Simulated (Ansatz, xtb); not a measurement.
## Relaxing a trial structure of C4H10AlB

The starting geometry of this gas-phase singlet was built from a drawn formula by distance geometry and a force field; its bonds are those of `B[C@@H](C=C)[AlH][CH3]`.

```json
{"atom": "C", "x (Å)": "0.7590", "y (Å)": "0.9246", "z (Å)": "-0.6772"}
{"atom": "C", "x (Å)": "-0.2217", "y (Å)": "0.1419", "z (Å)": "0.1422"}
{"atom": "C", "x (Å)": "-0.6103", "y (Å)": "0.5196", "z (Å)": "1.3842"}
{"atom": "C", "x (Å)": "2.8567", "y (Å)": "-1.6387", "z (Å)": "0.3801"}
{"atom": "Al", "x (Å)": "2.5567", "y (Å)": "0.0403", "z (Å)": "-0.7023"}
{"atom": "B", "x (Å)": "0.2383", "y (Å)": "1.0533", "z (Å)": "-2.2075"}
{"atom": "H", "x (Å)": "0.6426", "y (Å)": "1.9090", "z (Å)": "-2.8600"}
{"atom": "H", "x (Å)": "-0.1850", "y (Å)": "0.0956", "z (Å)": "-2.7153"}
{"atom": "H", "x (Å)": "0.8849", "y (Å)": "1.9856", "z (Å)": "-0.2695"}
{"atom": "H", "x (Å)": "-0.5815", "y (Å)": "-0.8241", "z (Å)": "-0.2102"}
{"atom": "H", "x (Å)": "-1.2925", "y (Å)": "-0.0240", "z (Å)": "1.9704"}
{"atom": "H", "x (Å)": "-0.2505", "y (Å)": "1.5175", "z (Å)": "1.7361"}
{"atom": "H", "x (Å)": "3.6911", "y (Å)": "0.6580", "z (Å)": "-1.5732"}
{"atom": "H", "x (Å)": "3.1747", "y (Å)": "-2.4218", "z (Å)": "-0.2490"}
{"atom": "H", "x (Å)": "3.6962", "y (Å)": "-1.3853", "z (Å)": "1.1459"}
{"atom": "H", "x (Å)": "1.9361", "y (Å)": "-1.8500", "z (Å)": "0.9266"}
```

Predict what it relaxes into with r2SCAN-D4/def2-SVP.

A new bond forms, giving a structure given below by its coordinates. Contacts that close: C2–Al5 (2.91 → 2.17 Å).

The energy falls by 1.15 eV over 24 steps:

```json
{"step": "1", "E − E(last) (eV)": "1.149"}
{"step": "4", "E − E(last) (eV)": "0.461"}
{"step": "6", "E − E(last) (eV)": "0.407"}
{"step": "9", "E − E(last) (eV)": "0.365"}
{"step": "11", "E − E(last) (eV)": "0.336"}
{"step": "14", "E − E(last) (eV)": "0.229"}
{"step": "16", "E − E(last) (eV)": "0.123"}
{"step": "19", "E − E(last) (eV)": "0.022"}
{"step": "21", "E − E(last) (eV)": "0.013"}
{"step": "24", "E − E(last) (eV)": "0.000"}
```

Final geometry (Å):

```xyz
16

C     0.3833    1.0714   -1.0029
C    -0.1754    0.3950    0.1608
C     0.0102    0.7745    1.4686
C     2.5547   -1.5821   -0.0138
Al    1.9943    0.2827    0.1051
B     0.4801    0.4265   -2.3618
H     0.9429    1.0276   -3.3042
H     0.1375   -0.7300   -2.5034
H     0.6118    2.1389   -0.8543
H    -0.5958   -0.6058   -0.0212
H    -0.3494    0.1504    2.2914
H     0.3811    1.7744    1.7225
H     2.8607    1.4867    0.6557
H     3.3519   -1.7068   -0.7674
H     2.9708   -1.9392    0.9441
H     1.7359   -2.2627   -0.2981
```

From the same start GFN2-xTB ends elsewhere, differing in C2–Al5 (2.90 against 2.17 Å here), Al5–B6 (2.33 against 2.90 Å here).

The end wasn't checked by frequencies. Run with Ansatz 0.2.0, 46 s on 2 threads of Intel(R) Xeon(R) 6975P-C (Granite Rapids), with other jobs on the host.
